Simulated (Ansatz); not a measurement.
**Worked example: SiH2Cl2 + GeH2(CH3)Cl → SiH3Cl + GeH(CH3)Cl2**

Species: SiH2Cl2 (dichlorosilane (DCS)) `Cl[SiH2]Cl`, singlet; GeH2(CH3)Cl, singlet; SiH3Cl `[SiH3]Cl`, singlet; GeH(CH3)Cl2, singlet. The partners trade Cl for H: Si–Cl and Ge–H bonds give way to Si–H and Ge–Cl.

Shapes, held fixed at every level: PBE0-D4/def2-TZVP. Programs: Ansatz 0.2.0. The zero-point and thermal change to 298 K, harmonic and unscaled (PBE0-D4/def2-TZVP), is -0.2 kJ/mol.

At CCSD(T)/def2-TZVPP; 1 Eh = 2625.50 kJ/mol:

| species | energy (Eh) |
| --- | --- |
| SiH2Cl2 | -1209.805938 |
| GeH2(CH3)Cl | -2576.418441 |
| SiH3Cl | -750.619512 |
| GeH(CH3)Cl2 | -3035.599565 |

Work out ΔH(298 K) of the reaction at this level.


1. Products less reactants: (-750.619512) + (-3035.599565) − [(-1209.805938) + (-2576.418441)] = 0.005302 Eh = +13.9 kJ/mol.
2. With the thermal change: +13.9 + (-0.2) = +13.7 kJ/mol.

Other levels give +8.6 (HF/def2-SVP) to +15.8 kJ/mol (PBE0-D4/def2-TZVPP). No measured value is set beside it here. Relativity is left out for Ge unless named. Correlated rows may include outer-core shells of Ge, which these sets cover unevenly.
